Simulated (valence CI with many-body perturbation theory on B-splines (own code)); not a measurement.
# Ag31+: E2, M1, M2 decay

Computed by relativistic CI+MBPT: six valence electrons over a frozen Dirac-Fock core [Ne], a basis of 9 s, 9 p, 8 d, 6 f, 3 g, 1 h functions for each j, with the one-electron correlation potential Σ1, the two-electron term Σ2, the three-electron term Σ3, Breit, model QED; selected CI, second order for the rest, scaled by the run's own slope (own B-spline code, finite nucleus).

No measured spectrum was set against this ion. As an estimate, large intervals hold to a few tenths of a per cent, small ones and those within an open d or f shell to about a per cent. Among the levels kept, up to 1500 cm⁻¹ of a level comes from second order outside the variational space, and about a tenth of that is noise between levels of different J, which matters for small intervals.

Lines 1 to 19 of 19 in falling wavelength, among levels below 1679500 cm⁻¹, chosen from the decays that carry over 1 % of a level's rate. Wavelengths and rates use the calculated energies. Electric multipoles are in the length gauge, E1 and E2 with the static RPA response of the core. S is in atomic units (e²a₀⁴ for E2 and M2, e²a₀⁶ for E3), for M1 in squared Bohr magnetons. Weak lines are less certain than strong ones. Lines between different terms over intervals too small for the method are left out, as are lines whose strength nearly cancels.

Levels are named by their leading jj configuration (3d3/2^4 stands for four electrons in 3d with j = 3/2), which in mixed levels can hold well under half, so a name can repeat and another be missing. Letters in brackets count levels of one name in rising energy.

```
λ vac (nm)                               Upper                               Lower  Type   A (s⁻¹)  S (a.u.)
     162.3      (3s^2 3p1/2^2 3p3/2 3d5/2) J=4      (3s^2 3p1/2^2 3p3/2 3d3/2) J=3    M1  3.42e+03  4.88e+00
     130.8      (3s^2 3p1/2 3p3/2^2 3d5/2) J=5      (3s^2 3p1/2 3p3/2^2 3d3/2) J=4    M1  6.50e+03  5.93e+00
     121.9          (3s^2 3p1/2^2 3p3/2^2) J=0          (3s^2 3p1/2^2 3p3/2^2) J=2    E2  3.97e+00  9.55e-03
     97.02  (3s^2 3p1/2 3p3/2^2 3d5/2) J=4 [b]  (3s^2 3p1/2 3p3/2^2 3d3/2) J=3 [a]    M1  5.58e+03  1.70e+00
     61.49      (3s^2 3p1/2 3p3/2^2 3d3/2) J=4      (3s^2 3p1/2^2 3p3/2 3d5/2) J=3    M1  3.07e+04  2.38e+00
     55.47  (3s^2 3p1/2 3p3/2^2 3d5/2) J=4 [a]      (3s^2 3p1/2^2 3p3/2 3d5/2) J=3    M1  3.42e+04  1.95e+00
     45.20  (3s^2 3p1/2 3p3/2^2 3d5/2) J=4 [b]      (3s^2 3p1/2^2 3p3/2 3d5/2) J=3    M1  3.16e+04  9.74e-01
     44.09            (3s^2 3p1/2 3p3/2^3) J=1          (3s^2 3p1/2^2 3p3/2^2) J=0    M1  9.61e+04  9.15e-01
     37.63      (3s^2 3p1/2 3p3/2^2 3d3/2) J=4      (3s^2 3p1/2^2 3p3/2 3d5/2) J=4    M1  1.23e+05  2.18e+00
     35.28  (3s^2 3p1/2 3p3/2^2 3d5/2) J=4 [a]      (3s^2 3p1/2^2 3p3/2 3d5/2) J=4    M1  2.04e+05  2.99e+00
     32.38            (3s^2 3p1/2 3p3/2^3) J=1          (3s^2 3p1/2^2 3p3/2^2) J=2    M1  4.96e+05  1.87e+00
     30.83  (3s^2 3p1/2 3p3/2^2 3d5/2) J=4 [b]      (3s^2 3p1/2^2 3p3/2 3d5/2) J=4    M1  2.92e+04  2.85e-01
     30.54      (3s^2 3p1/2 3p3/2^2 3d3/2) J=4      (3s^2 3p1/2^2 3p3/2 3d3/2) J=3    M1  2.02e+04  1.92e-01
     29.22      (3s^2 3p1/2 3p3/2^2 3d5/2) J=5      (3s^2 3p1/2^2 3p3/2 3d5/2) J=4    M1  8.58e+04  8.73e-01
     28.98  (3s^2 3p1/2 3p3/2^2 3d5/2) J=4 [a]      (3s^2 3p1/2^2 3p3/2 3d3/2) J=3    M1  7.51e+04  6.10e-01
     28.02            (3s^2 3p1/2 3p3/2^3) J=2          (3s^2 3p1/2^2 3p3/2^2) J=2    M1  3.44e+05  1.40e+00
     25.44                  (3s^2 3p3/2^4) J=0            (3s^2 3p1/2 3p3/2^3) J=1    M1  1.77e+06  1.08e+00
     9.180  (3s^2 3p1/2 3p3/2^2 3d5/2) J=4 [b]            (3s^2 3p1/2 3p3/2^3) J=2    M2  1.48e+03  7.74e-05
     8.914      (3s^2 3p1/2^2 3p3/2 3d5/2) J=4          (3s^2 3p1/2^2 3p3/2^2) J=2    M2  1.21e+03  5.48e-05
```
